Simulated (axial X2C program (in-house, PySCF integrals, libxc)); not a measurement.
**LiK⁺: cheaper levels and CCSD(T), two-component**

All values were computed with an in-house all-electron X2C program for linear molecules (integrals from PySCF). Two-component (2c) means X2C with spin–orbit coupling and atomic mean-field two-electron Coulomb and Gaunt terms. Basis: K dyall-cv3z [11s12p6d3f], Li dyall-cv3z [7s8p2d] (cores contracted in-house); Gaussian nuclei, density fitting, unrestricted open shells. Masses: K 38.964 u, Li 7.016 u.

State: Ω = 1/2 (⟨Sz⟩ = 0.50, ⟨Lz⟩ = 0.00 at HF); fragments K+ + Li.

| level | Re (Å) | ωe (cm⁻¹) | De (eV) |
| --- | --- | --- | --- |
| PBE0 | 3.860 | 146.5 | 0.583 |
| HF | 4.010 | 142.9 | 0.500 |
| MP2 | 3.885 | 152.5 | 0.587 |
| CCSD | 3.885 | 152.7 | 0.582 |
| M06 | 4.079 | 112.8 | 0.446 |

Correlated methods: 9 electrons correlated (number of frozen shells: K 2 s, 1 p; Li 1 s), 213 virtual spin orbitals or spinors in MP2, 74 natural virtuals in coupled cluster.

CCSD(T), same Hamiltonian and basis:

Re = 3.877 Å, ωe = 153.3 cm⁻¹, De = 0.59 eV; T1 = 0.004 (Lee–Taylor normalisation).

(1) Give the differences from CCSD(T) in the columns below.

Occupations by symmetry block were frozen at the best pattern of an incomplete PBE0 search. De is counted from the lowest determinant-based energies of the atoms at the same level, without counterpoise correction. Density functionals use the spin component along the axis (collinear). CCSD and (T) use frozen natural virtuals with an MP2 correction for the truncation; (T) itself is uncorrected, so its De runs slightly low. The levels of this run spread widely (ωe from 113 to 153 cm⁻¹), so these constants depend on the method.

Results:

(1) 

```tsv
level	ΔRe (Å)	Δωe (cm⁻¹)	ΔDe (eV)
PBE0	-0.017	-6.8	-0.01
HF	0.133	-10.4	-0.09
MP2	0.008	-0.8	0.00
CCSD	0.008	-0.6	-0.01
M06	0.202	-40.5	-0.14
```
